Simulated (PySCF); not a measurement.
**Molecular orbitals of BeH**

BHandHLYP at R = 1.353 Å; Be def2-SVPD, H def2-SVPD; no relativity (PySCF 2.14). State: ²Σ⁺ (doublet), unpaired electrons σ ↑. Only the outer orbitals are listed, counted within each symmetry.

| spin | orbital | occ. | ε (eV) | on Be (%) | main shells (%) |
| --- | --- | --- | --- | --- | --- |
| α | 2σ | 1 | -11.00 | 50 | 51 H s, 39 Be s, 11 Be p |
| α | 3σ | 1 | -6.55 | 93 | 49 Be p, 44 Be s |
| α | 1π | 0 | -0.51 | 100 | 100 Be p |
| α | 1π | 0 | -0.51 | 100 | 100 Be p |
| α | 4σ | 0 | 1.48 | 100 | 101 Be p |
| β | 2σ | 1 | -10.48 | 54 | 47 H s, 38 Be s, 17 Be p |
| β | 3σ | 0 | -1.11 | 94 | 62 Be s, 31 Be p |
| β | 1π | 0 | -0.19 | 96 | 96 Be p |
| β | 1π | 0 | -0.19 | 96 | 96 Be p |

Task: Which are the highest filled and the lowest empty level, where do they sit, and how wide is the gap?

Result: Highest filled α 3σ at -6.55 eV (in %: 49 Be p, 44 Be s); lowest empty β 3σ at -1.11 eV (in %: 62 Be s, 31 Be p); the gap at BHandHLYP is 5.44 eV.

```
bond order (Mayer)                              : 0.99
⟨S²⟩                                            : 0.752
charge on Be (Mulliken, basis-dependent)        : 0.02
charge on Be (Löwdin, basis-dependent)          : 0.26
dipole moment (positive dipole means Be(−)H(+)) : -0.30 D
```

Shares are Mulliken populations and can fall outside 0 to 100 %.

The state is the lowest determinant that a PBE0 search found; another state may lie lower at other levels.
